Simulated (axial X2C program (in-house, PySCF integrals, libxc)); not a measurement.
**Which molecule has these constants?**

Calculated with an in-house relativistic program for diatomic molecules, spin-free (one-electron X2C) or two-component (2c: spin–orbit coupling with atomic mean-field Coulomb and Gaunt terms, which also bring small scalar terms), in Dyall basis sets with cores contracted in-house; open shells are unrestricted.

A two-component PBE0 calculation in a Dyall 3-zeta basis gave Re = 2.238 Å, ωe = 379.4 cm⁻¹, De = 2.83 eV, dipole magnitude 8.11 D, Ω = 1/2.

Which molecule is it?
A. RbTe
B. RbSe
C. RbO
D. RbS

C. The others have RbS 2.934 Å and 213.2 cm⁻¹ (Ω = 3/2); RbTe 3.291 Å and 124.6 cm⁻¹ (Ω = 3/2); RbSe 3.064 Å and 151.5 cm⁻¹ (Ω = 3/2).

Each entry is the lowest single determinant of a limited PBE0 search at one distance. De goes to single-determinant-based atoms at the same level (for ions the charge split of lowest energy) and is withheld (n/a) where an atom does not fit its ground term or J level. Main or longest-lived isotopes. One determinant is a doubtful description, or other states lie close, for RbO, RbS, RbTe, RbSe; these need not be ground states, and all values refer to the states named. Some light 2c atoms are not at their ground J level, so De misses part of their lowering (0.04 eV or less). The functionals have no current term, which raises determinants with orbital currents.
